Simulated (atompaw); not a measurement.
tantalum (Ta): PAW (atompaw) pseudisation with PBEsol, scalar-relativistic reference atom.

The input file (atompaw 4.2.0.5):

```
Ta 73
GGA-PBESOL scalarrelativistic loggrid 2001 logderivrange -7 5 301
6 6 5 4 0 0
6 0 1.5
6 1 0
5 2 3.5
0 0 0
c
c
c
c
v
v
c
c
c
v
v
c
c
v
v
3
1.85 1.45 1.60 1.25
n
n
y
0.4
n
y
0.2
n
custom rrkj gramschmidtortho sinc
4 -0.5 troulliermartins
1.75
1.75
1.85
1.85
1.85
1.85
1.15
1.15
PWSCFOUT
UPFDX 0.0125d0 UPFXMIN -7.d0 UPFZMESH 73.d0
END
```

Command:

```bash
atompaw < Ta.input > Ta.log
```

Resulting log (summary file):

```
[... start of the log left out ...]
         rc =    1.8569311746252777
        irc =         1450
   rc_shape =    1.4521559677231011
    rc_vloc =    1.6088152474348905
    rc_core =    1.2581218059374613
   Vloc: Norm-conserving Troullier-Martins with l= 4;e=  -5.0000E-01
   Projector type: RRKJ pseudization + Gram-Schmidt ortho.
   Sinc^2 compensation charge shape zeroed at   1.4522E+00

 Number of basis functions     8
 No.   n  nodes  l      Energy         Cp coeff         Occ
  1    5    4    0   -0.5301617E+01  0.1000000E+01  0.2000000E+01
  2    6    5    0   -0.3831129E+00 -0.4467171E-02  0.1500000E+01
  3    5    3    1   -0.2835794E+01  0.1000000E+01  0.6000000E+01
  4    6    4    1   -0.9274512E-01 -0.1088726E+00  0.0000000E+00
  5    5    2    2   -0.2282854E+00  0.1000000E+01  0.3500000E+01
  6  999    3    2    0.4000000E+00  0.2940906E-02  0.0000000E+00
  7    4    0    3   -0.1751135E+01  0.1000000E+01  0.1400000E+02
  8  999    1    3    0.2000000E+00  0.3231345E+00  0.0000000E+00

 Eigenvalues of overlap operator (in the basis of projectors):
    1       -1.61197106E-01
    2        2.05401574E-01
    3        2.70712206E-01
    4        5.94127560E+00
    5        8.97643702E+00
    6        1.59404267E+01
    7        2.82271781E+01
    8        4.65161690E+01

The overlap operator has at least one negative eigenvalue!
It might be not positive definite...
Program is stopping.
This probably means that your projectors are too similar
or that your PAW basis is incomplete.
Advice: try to change your input parameters (f.i. : reference energies).
```

The run stopped because the overlap operator built from these waves and projectors is not positive definite.

The run took about 69 s on one core of a shared server CPU.
